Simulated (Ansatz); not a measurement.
`NC(F)(F)[SiH3]` + H₂ → `FC(F)[SiH3]` + NH₃ at 600 K and 1 bar (hydrogenolysis of a C–N bond).

Isolated molecules relaxed with PBE0-D4/def2-TZVP in Ansatz; ΔE leaves out vibrations. CBS: MP2 limit from def2 TZ/QZ plus the TZ coupled-cluster correction, frozen cores. This one scheme is used for every species. One conformer a species, not always the lowest.

```csv
species,CCSD(T)/CBS energy (Eh),H − E (kJ/mol),S (J/(mol·K))
`NC(F)(F)[SiH3]`,-584.40769,226.8,425.3
H₂,-1.17544,43.9,150.8
`FC(F)[SiH3]`,-529.09339,171.1,379.1
NH₃,-56.50880,112.4,219.5
```

H − E and S are ideal-gas, rigid-rotor, harmonic terms from PBE0-D4/def2-TZVP, for one conformer and one mirror image of each species. The MP2-based limit puts H₂ 0.8 mEh under its directly extrapolated value; such offsets cancel only in part. 1 Eh = 2625.50 kJ/mol, R = 8.31446 J/(mol·K).

Question: By hand: ΔE, ΔH, ΔS and ΔG.

Answer: ΔE = (-529.09339) + (-56.50880) − (-584.40769) − (-1.17544) = -0.01906 Eh = -50.0 kJ/mol. Δ(H − E) = 171.1 + 112.4 − 226.8 − 43.9 = 12.8, so ΔH = -37.2 kJ/mol. ΔS = 379.1 + 219.5 − 425.3 − 150.8 = 22.5 J/(mol·K). ΔG = -37.2 − 600 × (22.5)/1000 = -50.7 kJ/mol.

Question: By hand: the equilibrium constant, and the temperature at which ΔG would vanish if ΔH and ΔS stayed fixed.

Answer: log₁₀ K = −ΔG/(RT ln 10) = 4.4. ΔH and −TΔS have one sign here, so there is no such temperature.

TΔS isn't small against ΔH here. A doubt of 5 kJ/mol in ΔE shifts log₁₀ K by 0.4 here. Other conformers and mirror images would add mixing entropy, several J/(mol·K) or more a flexible species. These are equilibria of isolated gas molecules and say nothing of rates. Largest T1 diagnostic: 0.012 (customary marks: 0.02 for closed shells, 0.045 for open ones).
